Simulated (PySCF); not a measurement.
Delta-SCF ions had no search for a lower state. Excitations are Tamm–Dancoff values on a coarser integration grid. The basis has no diffuse functions, so Rydberg states are missing or too high.

# HAlCl2, SMILES `[Cl][AlH][Cl]` (charge 0, multiplicity 1)

Computed with PySCF 2.14.0 with ωB97X-D3(BJ)/def2-TZVP // PBE0-D3(BJ)/def2-TZVP.

| Property | Value |
|---|---|
| HOMO | -11.82 eV |
| dipole moment | 1.04 D |
| HOMO–LUMO gap | 12.29 eV |
| LUMO | 0.47 eV |
| S1 excitation (TDA) | 6.87 eV |
| S1 oscillator strength | 0.019 |
| brightest of the four lowest singlets (TDA) | 8.06 eV |
| T1 excitation (TDA) | 6.43 eV |
| S1–T1 gap (TDA) | 0.44 eV |
| vertical ionisation energy (Delta-SCF) | 12.03 eV |
| total energy | -1163.6392 Ha |
| cost | very roughly 50 core-seconds |

```xyz
4

Cl     1.8162    -0.8247    -0.1390
Al    -0.0066     0.1431     0.1372
Cl    -1.7316    -1.0182     0.2427
H     -0.0781     1.6998     0.2621
```
Charge 0, spin multiplicity 1.
